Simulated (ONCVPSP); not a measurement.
## Plane-wave convergence, ONCV potential for silver

```json
{"Element": "silver", "Generator": "ONCVPSP 4.0.1", "Type": "optimised norm-conserving Vanderbilt (ONCV)", "Functional": "PBE", "Relativity": "scalar-relativistic", "Frozen core": "[Ar] 3d10", "Valence charge": "19", "Reference configuration": "4s2 4p6 4d10 5s0.5 (charge +0.5)", "Partial waves": "4s+5s: rc 1.65 bohr, ncon 3, nbas 7, qcut 6.6 1/bohr, 2 projectors; 4p: rc 1.15 bohr, ncon 4, nbas 7, qcut 8.6 1/bohr, 1 projector; 4d: rc 1.95 bohr, ncon 4, nbas 8, qcut 7.3 1/bohr, 2 projectors, debl 2.4 Ha", "Local potential": "polynomial inside 0.90 bohr (lpopt 5, dvloc0 1 Ha)", "Core correction": "none"}
```

Problem. For each optimised wave give the share of its norm inside rc, the residual kinetic energy above qcut (Ha) and the cutoffs (Ha) for errors of 10, 1, 0.1 and 0.01 mHa per electron.

Solution.

| wave | norm inside rc | residual KE | 10 mHa | 1 mHa | 0.1 mHa | 0.01 mHa |
| --- | --- | --- | --- | --- | --- | --- |
| 4s | 0.977 | 8.0e-06 | 6.9 | 9.8 | 17.4 | 21.4 |
| 5s | 0.077 | 1.7e-05 | 5.5 | 12.6 | 18.5 | 27.7 |
| 4p | 0.701 | 1.2e-03 | 25.9 | 38.6 | 102.8 | 123.5 |
| 4d | 0.828 | 1.9e-05 | 18.0 | 21.6 | 24.5 | 33.8 |
| d projector 2 | 0.146 | 9.2e-05 | 18.5 | 22.8 | 26.9 | 63.3 |

The occupied waves need 39 Ha and 103 Ha for 1 and 0.1 mHa. Note: no bound ghost flagged; GHOST(+) flagged for s at 82.4 eV. Its largest configuration-test error is -522 meV.
